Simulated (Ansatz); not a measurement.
The cluster Be2S2⁺ (the lowest doublet isomer of a short search) was relaxed with PBE0-D4 (def2-TZVP) in Ansatz in these states: charge +1 doublet, charge +1 quartet. The geometries follow in no particular order.

A:

```xyz
4

Be    0.495    0.630   -0.645
Be   -0.496   -0.628    0.645
S     1.091    0.348    1.178
S    -1.090   -0.350   -1.179
```

B:

```tsv
atom	x (Å)	y (Å)	z (Å)
Be1	-0.020	-0.877	0.796
Be2	0.020	0.877	-0.796
S3	1.093	-0.858	-0.918
S4	-1.093	0.858	0.918
```

Q: Judge from the bond lengths which geometry belongs to which state (an estimate).

A: A is the charge +1 doublet (Be1–Be2 2.056 Å, Be2–S4 1.938 Å, Be1–S4 1.938 Å); B is the charge +1 quartet (Be1–Be2 2.370 Å, Be2–S4 2.044 Å, Be1–S4 2.044 Å).
